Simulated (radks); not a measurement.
The numbers below are computed, except where a source is named.
All-electron atom: Hg65+ in [Ne] 3s2 3p3 (the NIST ground configuration).

Level of theory: scalar-relativistic Kohn-Sham, BLYP, spin-polarised, spherical densities, finite nucleus; open shells are filled with parallel spins first (spin-orbit coupling, left out, can overturn this in heavy ions); Fermi nuclear charge, rms radius 5.4648 fm (a radial shooting solver on a logarithmic mesh with Libxc functionals).

Energy parts (hartree):
part                       energy
total                 -14629.4105
kinetic                16918.7541
electron-nucleus      -32683.2468
Hartree                 1314.0705
exchange-correlation    -178.9882

Orbitals (lengths in bohr, moments of r in powers of bohr; <r^-3> diverges for s and p1/2):
1s up: occ. 1; eigenvalue (hartree) -3257.229; <r^4> 3.986e-07; <r> 0.01659
1s down: occ. 1; eigenvalue (hartree) -3256.761; <r^4> 3.985e-07; <r> 0.01659
2s up: occ. 1; eigenvalue (hartree) -735.2909; <r^4> 0.00005516; <r> 0.06921
2s down: occ. 1; eigenvalue (hartree) -734.9486; <r^4> 0.00005502; <r> 0.06918
2p up: occ. 3; eigenvalue (hartree) -662.2163; <r^4> 0.00004425; <r> 0.06244; <r^-3> 27430
2p down: occ. 3; eigenvalue (hartree) -661.7399; <r^4> 0.00004416; <r> 0.06243; <r^-3> 27420
3s up: occ. 1; eigenvalue (hartree) -295.4458; <r^4> 0.001502; <r> 0.1676
3s down: occ. 1; eigenvalue (hartree) -293.9751; <r^4> 0.001510; <r> 0.1677
3p up: occ. 3; eigenvalue (hartree) -274.0168; <r^4> 0.001526; <r> 0.1657; <r^-3> 7633
3p down: occ. 0; eigenvalue (hartree) -272.5554; <r^4> 0.001537; <r> 0.1659; <r^-3> 7626

The highest occupied level is 3p up at -7456.4 eV. The electron density at the nucleus is 2.501e+06 e/bohr^3 (large components only).
